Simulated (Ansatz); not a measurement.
Reaction (SMILES): O=[P] (O-P) → O atom + P atom
B3LYP-D3(BJ)/def2-TZVP geometries, fixed; electronic energies without zero-point terms.

Energies in hartree at MP2 with Ansatz (an electronic-structure program); the atomisation energy is their sum with the coefficients shown, times 627.509 kcal/mol a hartree. All functions are spherical. Cores are frozen. Open shells are unrestricted. No added dispersion term, no relativity.

```json
[
 {"species": "O=[P] (O-P)", "coefficient": "-1", "part": "Hartree-Fock", "cc-pV(D+d)Z": "-415.57471", "cc-pV(T+d)Z": "-415.62379", "cc-pV(Q+d)Z": "-415.63425"},
 {"species": "O=[P] (O-P)", "coefficient": "-1", "part": "correlation", "cc-pV(D+d)Z": "-0.28429", "cc-pV(T+d)Z": "-0.35580", "cc-pV(Q+d)Z": "-0.38332"},
 {"species": "O atom", "coefficient": "+1", "part": "Hartree-Fock", "cc-pV(D+d)Z": "-74.79217", "cc-pV(T+d)Z": "-74.81176", "cc-pV(Q+d)Z": "-74.81729"},
 {"species": "O atom", "coefficient": "+1", "part": "correlation", "cc-pV(D+d)Z": "-0.10196", "cc-pV(T+d)Z": "-0.14315", "cc-pV(Q+d)Z": "-0.15759"},
 {"species": "P atom", "coefficient": "+1", "part": "Hartree-Fock", "cc-pV(D+d)Z": "-340.70905", "cc-pV(T+d)Z": "-340.71631", "cc-pV(Q+d)Z": "-340.71872"},
 {"species": "P atom", "coefficient": "+1", "part": "correlation", "cc-pV(D+d)Z": "-0.06452", "cc-pV(T+d)Z": "-0.08343", "cc-pV(Q+d)Z": "-0.08911"}
]
```

Q: Predict the atomisation energy in cc-pV(5+d)Z (X = 5): let each Hartree-Fock step shrink by the ratio of the last two, and fit each correlation energy at X = 3 and 4 to E + A/X^3. Compare with the run.

A: 
- O=[P] (O-P): steps -0.04908 and -0.01046, ratio 0.213, so Hartree-Fock -415.63648 (run: -415.63686); A = (-0.35580 - (-0.38332))/(1/27 - 1/64) = 1.2853, correlation -0.38332 - A/64 + A/125 = -0.39312 (run: -0.39546).
- O atom: steps -0.01959 and -0.00553, ratio 0.282, so Hartree-Fock -74.81885 (run: -74.81878); A = (-0.14315 - (-0.15759))/(1/27 - 1/64) = 0.6744, correlation -0.15759 - A/64 + A/125 = -0.16273 (run: -0.16368).
- P atom: steps -0.00726 and -0.00241, ratio 0.332, so Hartree-Fock -340.71952 (run: -340.71915); A = (-0.08343 - (-0.08911))/(1/27 - 1/64) = 0.2653, correlation -0.08911 - A/64 + A/125 = -0.09113 (run: -0.09178).
Predicted 148.95 kcal/mol; the run in cc-pV(5+d)Z gives 149.93, a miss of -0.98. Keeping the value in cc-pV(Q+d)Z, 147.38, would miss by -2.55. All sums are of the energies as printed.
